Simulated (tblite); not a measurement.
Isomers of C4H10OSi2. Calculated harmonic vibrations of the isolated species, GFN2-xTB (tblite), most abundant isotopes, no scaling. This tight-binding method is rough: wavenumbers can miss measured ones by several per cent, in bad cases by 10 to 20. Modes of hydrogen on silicon can be 10 to 20 % off. One conformer each.

Electronic energies: GFN2-xTB at the same geometries; isomer energies are rough at this level and their order can be wrong.

```json
{"SMILES": "C=C[SiH2]C(=C)O[SiH3]", "electronic energy, lowest = 0 (kcal/mol)": "59.9"}
{"SMILES": "[SiH3]O[SiH]1CC=CC1", "electronic energy, lowest = 0 (kcal/mol)": "0.0"}
{"SMILES": "C#C[Si@@H](C)O[SiH2]C", "electronic energy, lowest = 0 (kcal/mol)": "34.6"}
{"SMILES": "C=CO/C([SiH3])=C\\[SiH3]", "electronic energy, lowest = 0 (kcal/mol)": "87.7"}
{"SMILES": "CC#C[SiH2]O[SiH2]C", "electronic energy, lowest = 0 (kcal/mol)": "20.3"}
```

Question: How do GFN2-xTB zero-point energies change the relative energies?

Answer: 
| SMILES | ZPE (kcal/mol) | of it from modes above 1550 cm⁻¹ | electronic (kcal/mol) | with ZPE, lowest = 0 (kcal/mol) | lowest mode (cm⁻¹) | rings |
| --- | --- | --- | --- | --- | --- | --- |
| [SiH3]O[SiH]1CC=CC1 | 77.1 | 41.1 | 0.0 | 0.0 | 6 | 1 |
| CC#C[SiH2]O[SiH2]C | 75.0 | 42.0 | 20.3 | 18.2 | 13i | 0 |
| C#C[Si@@H](C)O[SiH2]C | 75.9 | 43.5 | 34.6 | 33.4 | 6 | 0 |
| C=C[SiH2]C(=C)O[SiH3] | 73.6 | 42.9 | 59.9 | 56.4 | 26 | 0 |
| C=CO/C([SiH3])=C\[SiH3] | 72.1 | 41.7 | 87.7 | 82.7 | 51 | 0 |

The zero-point energies span 5.0 kcal/mol, from `C=CO/C([SiH3])=C\[SiH3]` to `[SiH3]O[SiH]1CC=CC1`. Slightly imaginary modes are left out of the zero-point energy: `CC#C[SiH2]O[SiH2]C` 13.1i cm⁻¹. The order is unchanged.
